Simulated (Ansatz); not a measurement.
```yaml
crystal:
  periodic: [false, false, false]
  atoms:
    - {symbol: As, position_ang: [0.239470, -2.379969, 0.021994]}
    - {symbol: As, position_ang: [0.233160, 0.023167, -2.380277]}
    - {symbol: As, position_ang: [-2.068589, -0.006444, -0.000750]}
    - {symbol: As, position_ang: [0.231599, -0.022378, 2.380619]}
    - {symbol: As, position_ang: [0.224849, 2.381164, -0.021084]}
    - {symbol: B, position_ang: [-0.942927, -1.229335, -1.226943]}
    - {symbol: B, position_ang: [1.381450, -1.457349, 1.461190]}
    - {symbol: B, position_ang: [1.372355, 1.466997, -1.461347]}
    - {symbol: B, position_ang: [-0.951429, 1.222952, 1.226704]}
    - {symbol: H, position_ang: [1.122592, -3.244254, -0.859342]}
    - {symbol: H, position_ang: [-0.687286, -3.440021, 0.596072]}
    - {symbol: H, position_ang: [1.117609, -0.855626, -3.245804]}
    - {symbol: H, position_ang: [-0.697660, 0.593387, -3.438824]}
    - {symbol: H, position_ang: [-3.036848, -0.836506, 0.825495]}
    - {symbol: H, position_ang: [-3.040383, 0.818172, -0.828307]}
    - {symbol: H, position_ang: [-0.696464, -0.600014, 3.437580]}
    - {symbol: H, position_ang: [1.108981, 0.861714, 3.247930]}
    - {symbol: H, position_ang: [-0.707711, 3.436748, -0.593953]}
    - {symbol: H, position_ang: [1.103133, 3.249295, 0.861315]}
    - {symbol: H, position_ang: [-1.652189, -1.928219, -1.924299]}
    - {symbol: H, position_ang: [1.759864, -2.274273, 2.279063]}
    - {symbol: H, position_ang: [2.256080, -0.854338, 0.861334]}
    - {symbol: H, position_ang: [1.743592, 2.286885, -2.279565]}
    - {symbol: H, position_ang: [2.252263, 0.870854, -0.862382]}
    - {symbol: H, position_ang: [-1.665500, 1.917391, 1.923591]}
basis:
  gaussian: {orbitals: def2-TZVP}
total_charge: 1
magnetization: {spin_polarized: true, initial_magnetization: 2}
hamiltonian: {xc: pbe0, dispersion: d4}
scf: {omitted_lower_state_checks: [starts]}
output: {orbitals: {seedname: orbitals}}
```

```sh
$ ansatz run in.yaml --threads 4 --pin off --events-out ev --progress --plain --max-ram 6963MiB
```

Problem. Does this run fit into the memory that it is given?

Solution. No. It has 460 basis functions, and Ansatz plans for 9 GiB where 7 GiB are given.
